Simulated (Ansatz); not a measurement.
Process, species as SMILES: N[Si](N)(Br)Br → N[Si](N)Br + Br atom (the Br-Si bond at the site shown breaks; other sites are not compared here)
Geometries: B3LYP-D3(BJ)/def2-TZVP minima from Ansatz (a program for electronic structure), one conformer each, not searched for the lowest. Frequencies are from Ansatz.
Geometry of the first species:
```
Si
N 1 1.6936
H 2 1.0072 1 120.60
H 2 1.0087 3 112.55 1 150.58
N 1 1.6936 2 108.92 3 -157.35
H 5 1.0072 1 120.60 2 -157.35
H 5 1.0087 6 112.55 1 150.58
Br 1 2.2424 2 116.51 3 84.77
Br 1 2.2424 2 104.54 3 -32.16
```
Charge 0, spin multiplicity 1.

Property: bond dissociation energy (enthalpy at 298 K, with B3LYP-D3(BJ) rigid-rotor harmonic-oscillator terms), in kcal/mol. Correlated levels leave the core frozen unless marked. UHF or UKS for open shells. No spin-orbit coupling. Frozen are the shells of the preceding noble gas and the d and f shells that filled before the atom's block. No relativistic terms. CBS marks a two-point X^-3 extrapolation of the correlation energy; Hartree-Fock from the larger set. The bracket is a focal-point correction in the basis named.

RI-MP2/CBS(def2-TZVPP,def2-QZVPP)+[CCSD(T)-MP2]/def2-TZVPP (Ansatz) gives 100.9 kcal/mol.

### Question
Another calculation gave 110.5 kcal/mol. Which level was it?
A) HSE06/def2-TZVPD (Ansatz)
B) BLYP/def2-TZVPD (Ansatz)
C) CAM-B3LYP/def2-TZVPD (Ansatz)
D) SVWN5/def2-TZVPD (Ansatz)

### Answer
D, SVWN5/def2-TZVPD (Ansatz). The others give 93.5 (CAM-B3LYP), 96.2 (HSE06), 87.5 (BLYP) kcal/mol.
